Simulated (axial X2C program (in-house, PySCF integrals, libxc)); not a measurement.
**Photoelectron levels of GaBr by EOM-IP-CCSD**

Calculated with an in-house all-electron X2C program for linear molecules (integrals from PySCF): two-component X2C with atomic mean-field Coulomb and Gaunt terms, Gaussian nuclei, basis Br dyall-cv3z, Ga dyall-cv3z with contracted cores.

R = 2.373 Å (near the PBE0 minimum at charge 0 of the determinant lowest at the starting distance; the state shown can have its own minimum elsewhere).

Vertical ionisation energies of GaBr to the states of GaBr⁺:

| Ω of GaBr⁺ | vertical IE (eV) | above lowest (cm⁻¹) | ionised spinor | one-hole weight |
| --- | --- | --- | --- | --- |
| 1/2 | 9.616 | 0 | 38% Br pσ, 32% Ga sσ, 24% Ga pσ | 0.96 |
| 3/2 | 10.341 | 5848 | 90% Br pπ | 0.94 |
| 1/2 | 10.662 | 8441 | 89% Br pπ | 0.94 |
| 1/2 | 13.798 | 33735 | 52% Ga sσ, 43% Br pσ | 0.89 |

**Question.** What is the splitting of the first π pair in the table, and is it regular or inverted?

**Answer.** E(3/2) − E(1/2) = 5848 − 8441 = -2593 cm⁻¹ at EOM-IP-CCSD: inverted, Ω = 3/2 lower. Splittings at this level can be off by ten to twenty per cent.

This point took 22 s on 1 thread of Intel(R) Xeon(R) Processor @ 2.30GHz, on a shared host.

Reference electrons by ω block (each with its −ω partner): 1/2: 22, 3/2: 9, 5/2: 2. 20 electrons of GaBr correlated (inner shells frozen), 94 natural virtual spinors (a truncated set); levels can be off by some tenths of an eV. Roots sought by Ω: (1/2: 4, 3/2: 3, 5/2: 1); the list ends where they run out and leaves out roots under 60 % one-particle weight. The solver can skip a root, and states that need a further excitation, which the method places far too high, are missing though they may lie low or lowest. T1 of the reference 0.013 (Lee–Taylor). Number of frozen shells: Br 3 s, 2 p, 1 d; Ga 3 s, 2 p.
